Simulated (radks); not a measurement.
Spherical quantum dot in the effective-mass picture: electrons in a well V = -V0 / (1 + exp((r - R)/a)) with V0 = 3.21, R = 12.3, a = 1.1, all in effective atomic units (hartree* = m*/eps^2 hartree, bohr* = eps/m* bohr), one dielectric constant everywhere. Calculated with a radial shooting solver with Libxc functionals: non-relativistic Kohn-Sham, LDA (Slater exchange, Perdew-Wang correlation), spin-polarised, spherical densities. Levels are named by radial order and angular momentum (1s, 1p, 1d, 2s, ...), and open shells are averaged over m. Results are scaled to m* = 0.045 and eps = 17.7, for which hartree* = 3.909 meV and bohr* = 20.81 nm.

N = 2, configuration 1s2. This is the lowest configuration that the search found (a dilute case). Occupied and some empty levels:

level  occupation  eigenvalue (meV)  <r> (nm)
1s              2           -11.516     115.7
1p              0           -11.354     130.1
1d              0           -11.126     140.9
2s              0           -10.926     108.8

Energy (meV): total -24.0702, kinetic 0.32447, external -24.914, Hartree 1.2585, exchange-correlation -0.73917.

Electron density:

r (nm)  n(r) (e/nm^3)
4.86        1.662e-07
17.1        1.671e-07
29.3        1.686e-07
41.5        1.703e-07
53.8        1.710e-07
66.0        1.697e-07
78.2        1.650e-07
90.4        1.558e-07
103         1.412e-07
115         1.216e-07
127         9.827e-08
139         7.342e-08
152         5.002e-08
164         3.052e-08
176         1.634e-08
188         7.488e-09
200         2.860e-09
213         8.761e-10
225         2.148e-10
237         3.933e-11
